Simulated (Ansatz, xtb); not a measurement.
**C6H3ClO2: which of two isomers lies lower**

Structure X is `O=C1C=CC(Cl)=CC1=O`, a singlet and structure Y is `O=C1C=CC(=O)C(Cl)=C1`, a singlet. Both are isolated molecules in the gas phase, relaxed with PBE-D3(BJ)/def2-SVP.

X (Å):

```yaml
atoms:
  - { symbol: C, position_ang: [-0.0959, 0.9120, -0.6644] }
  - { symbol: C, position_ang: [0.3349, -0.1321, -1.6192] }
  - { symbol: C, position_ang: [1.6399, -0.5028, -1.7125] }
  - { symbol: C, position_ang: [2.6689, 0.1168, -0.8719] }
  - { symbol: C, position_ang: [2.3962, 1.0899, 0.0459] }
  - { symbol: C, position_ang: [1.0147, 1.5642, 0.2272] }
  - { symbol: Cl, position_ang: [4.2879, -0.4638, -1.1090] }
  - { symbol: O, position_ang: [-1.2593, 1.2706, -0.5536] }
  - { symbol: O, position_ang: [0.7111, 2.4332, 1.0347] }
  - { symbol: H, position_ang: [-0.4461, -0.5900, -2.2449] }
  - { symbol: H, position_ang: [1.9672, -1.2788, -2.4208] }
  - { symbol: H, position_ang: [3.1797, 1.5440, 0.6684] }
```

Y (Å):

| atom | x (Å) | y (Å) | z (Å) |
| --- | --- | --- | --- |
| C | -0.1148 | 0.5449 | -0.7374 |
| C | 0.5712 | -0.5155 | -1.5287 |
| C | 1.9214 | -0.5926 | -1.5857 |
| C | 2.8024 | 0.3672 | -0.8690 |
| C | 2.0971 | 1.4369 | -0.0699 |
| C | 0.7411 | 1.5146 | -0.0125 |
| Cl | 3.1262 | 2.5439 | 0.7576 |
| O | -1.3435 | 0.6118 | -0.6886 |
| O | 4.0235 | 0.2928 | -0.9247 |
| H | -0.0887 | -1.2216 | -2.0561 |
| H | 2.4506 | -1.3663 | -2.1633 |
| H | 0.2236 | 2.2918 | 0.5679 |

Quicker runs give these differences E(Y) − E(X): GFN2-xTB −0.155 eV; HF/STO-3G −0.062 eV (at GFN2-xTB geometries); r2SCAN-D4/def2-SVP −0.251 eV (at GFN2-xTB geometries).

Problem. Estimate E(Y) − E(X) at the level CCSD(T)/def2-SVP + ΔMP2/def2-TZVPP.

Solution. Calculated at CCSD(T)/def2-SVP + ΔMP2/def2-TZVPP: E(Y) − E(X) = −0.276 eV, so structure Y lies lower.

Level by level:

| level | geometry | E(Y) − E(X) (eV) | departure from the last row (eV) | job, with rough time for the two |
| --- | --- | --- | --- | --- |
| GFN2-xTB | GFN2-xTB | −0.155 | +0.120 | optimisation, 0.11 s |
| HF/STO-3G | GFN2-xTB | −0.062 | +0.213 | single point, 0.4 s |
| r2SCAN-D4/def2-SVP | GFN2-xTB | −0.251 | +0.025 | single point, 3.2 s |
| PBE-D3(BJ)/def2-SVP | PBE-D3(BJ)/def2-SVP | −0.226 | +0.049 | optimisation, 14 s |
| HF/def2-SVP | PBE-D3(BJ)/def2-SVP | −0.298 | −0.023 | part of the CCSD(T) run |
| MP2/def2-SVP | PBE-D3(BJ)/def2-SVP | −0.225 | +0.051 | part of the CCSD(T) run |
| CCSD(T)/def2-SVP | PBE-D3(BJ)/def2-SVP | −0.232 | +0.043 | single point |
| CCSD(T)/def2-SVP + ΔMP2/def2-TZVPP | PBE-D3(BJ)/def2-SVP | −0.276 |  | single point, 84 s |

As drawn, both hold the same kinds of bond in the same numbers.

None of the levels shown reverses the order. The largest departure from CCSD(T)/def2-SVP + ΔMP2/def2-TZVPP is that of HF/STO-3G, 0.213 eV. The last row adds to CCSD(T) the change of the MP2 difference between the two basis sets, here −0.043 eV.

With thermal terms from frequencies at re-optimised GFN2-xTB minima (ideal gas, soft modes damped towards free rotors, one conformer each, 298.15 K, 1 atm): on the last row, ΔE + ΔZPE = −0.271, ΔH = −0.273, ΔG = −0.271 eV.

The correlated steps freeze 13 core orbitals. Run with Ansatz 0.2.0, xtb 6.7.1; the last row on 4 threads of Arm Neoverse V2 on a shared host.
